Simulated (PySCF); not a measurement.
# C6H12BNO: core ionisation energies

Species: C₆H₁₂BNO.
Numbering: `[BH3-:1][O+:2]1[CH2:3][C@@H:4]([CH3:5])[CH2:6][C@@H:7]1[C:8]#[N:9]`

Method: PySCF, delta-SCF UKS SCAN, pcX-2 on the ionised atom, pcseg-1 elsewhere, spin-free X2C. Each binding energy is the total energy of the core-ionised species, with the hole localised on one atom, minus that of the ground state; both are solved self-consistently, so orbital relaxation is included.

Task: Give the core binding energies atom by atom.

Result: 
| atom(s) | bonded to | level | binding energy (eV) | above the level's lowest (eV) | count |
| --- | --- | --- | --- | --- | --- |
| O2 | 2 C and B | O 1s | 540.48 | 0.00 | 1 |
| N9 | C (triple bond) | N 1s | 405.63 | 0.00 | 1 |
| C7 | O, 2 C and H | C 1s | 294.19 | +2.59 | 1 |
| C3 | O, C and 2 H | C 1s | 293.08 | +1.48 | 1 |
| C8 | N (triple bond) and C | C 1s | 292.72 | +1.12 | 1 |
| C6 | 2 C and 2 H | C 1s | 291.95 | +0.35 | 1 |
| C4 | 3 C and H | C 1s | 291.90 | +0.30 | 1 |
| C5 | C and 3 H | C 1s | 291.60 | 0.00 | 1 |
| B1 | O and 3 H | B 1s | 194.58 | 0.00 | 1 |

The listed C 1s values span 2.59 eV, from C5 (bonded to C and 3 H) to C7 (bonded to O, 2 C and H). Summing the Pauling electronegativity differences to the bonded atoms, each weighted by its formal bond order, gives -1.05 for the lowest site and +0.54 for the highest; the largest sum, +1.47, belongs to C8, 1.47 eV below the top.

Task: Express the binding energy of C 1s of C5 in atomic units and per mole.

Result: 291.60 eV = 10.7161 Eh = 28135 kJ/mol.

One conformer (not necessarily the lowest) at the PBE0-D3(BJ)/def2-SVP geometry, without solvent, vibrations or thermal averaging.
